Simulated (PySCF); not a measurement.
B(H)(Me)(OMe) (C2H7BO), SMILES CBOC. Atoms are numbered in the order given.

```xyz
11

B     -0.4530    -0.5278     0.0000
H     -1.6526    -0.3025     0.0000
C      0.1143    -1.9860     0.0000
H     -0.2629    -2.5377     0.8782
H     -0.2629    -2.5377    -0.8782
H      1.2131    -2.0247     0.0000
O      0.3946     0.5195     0.0000
C     -0.0335     1.8557     0.0000
H      0.3613     2.3676    -0.8915
H      0.3613     2.3676     0.8915
H     -1.1337     1.9316     0.0000
```

The structure is a stationary point at PBE0-D3(BJ)/def2-SVP. The values are those of a single conformer.

Level of theory: PBE/pcSseg-1 in PySCF.

GIAO shieldings, no solvent; atoms alike by connectivity are averaged. δ = σ(ref) − σ: ¹¹B against BF3 (σ = 83.9 ppm); ¹H against TMS (σ = 31.49 ppm); ¹³C against TMS (σ = 182.0 ppm); ¹⁷O against H2O (σ = 334.3 ppm), references at their B3LYP-D3(BJ)/def2-TZVP geometries, non-relativistic.

| nucleus | atoms | count | δ (ppm) |
|---|---|---|---|
| ¹¹B | B1 | 1 | 38.1 |
| ¹H | H2 | 1 | 5.66 |
| ¹H | H9, H10, H11 | 3 | 4.37 |
| ¹H | H4, H5, H6 | 3 | 0.74 |
| ¹³C | C8 | 1 | 66.6 |
| ¹³C | C3 | 1 | 9.4 |
| ¹⁷O | O7 | 1 | 210.4 |
